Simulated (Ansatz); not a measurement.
CH6InN, closed shell: at a first-order saddle point.

Input (in.yaml):

```yaml
crystal:
  periodic: [false, false, false]
  atoms:
    - {symbol: In, position_ang: [-0.798101, -1.501361, -0.983374]}
    - {symbol: N, position_ang: [-0.331735, -0.857818, 1.188511]}
    - {symbol: H, position_ang: [0.038168, 0.043695, 0.315690]}
    - {symbol: C, position_ang: [0.332705, 0.813914, -0.854039]}
    - {symbol: H, position_ang: [0.402690, -1.311371, 1.719737]}
    - {symbol: H, position_ang: [-1.072241, -0.605080, 1.832605]}
    - {symbol: H, position_ang: [1.148345, 0.524313, -1.529054]}
    - {symbol: H, position_ang: [0.732673, 1.619130, -0.222282]}
    - {symbol: H, position_ang: [-0.452404, 1.274578, -1.467793]}
basis:
  gaussian: {orbitals: def2-SVP}
hamiltonian: {xc: pbe, dispersion: d4}
```

Command:

```bash
ansatz run in.yaml --threads 4 --pin off --events-out ev --progress --plain --max-ram 9574MiB
```

The run's output (Ansatz 0.2.0):

```
Functional definition: PBE
  name "PBE"
  cite "Perdew, Burke & Ernzerhof, Phys. Rev. Lett. 77, 3865 (1996) doi:10.1103/PhysRevLett.77.3865"
  parent pbe
  parameter kappa = 0.804
  parameter beta = 0.06672455060314922
  exchange = pbe_x(kappa = kappa, mu = beta*pi^2/3)
  correlation = pbe_c(beta = beta)
994 factors; their error is unknown
mean field evaluation 1: about -7777.8007 eV, gradient 7.9e1 eV
mean field evaluation 2: about -7675.6906 eV, gradient 1.7e2 eV
mean field evaluation 4: about -7791.1875 eV, gradient 2.2e1 eV
mean field evaluation 8: about -7792.4076 eV, gradient 2.4e-1 eV
mean field evaluation 16: about -7792.3797 eV, gradient 5.4e-4 eV
mean field -7792.37974457 eV, -286.3646737484 hartree, gradient 6.5e-5 eV, S^2 0.000000; 0 other end points of the search recorded, 0 dependent functions left out
reference -7792.37978229 eV, -286.3646751346 hartree; 20, 20 occupied and 64, 64 virtual orbitals, 994 factors
Total energy: -7792.53215192 eV, -286.3702746150 hartree
```

The lines “mean field evaluation” count trial sets of orbitals through the whole run, from several starts and some on an approximate energy, so they need not fall steadily or lie above the final value.

Hardware: 4 CPU threads of an Arm Neoverse V1, shared host. Wall time about 0.65 s.
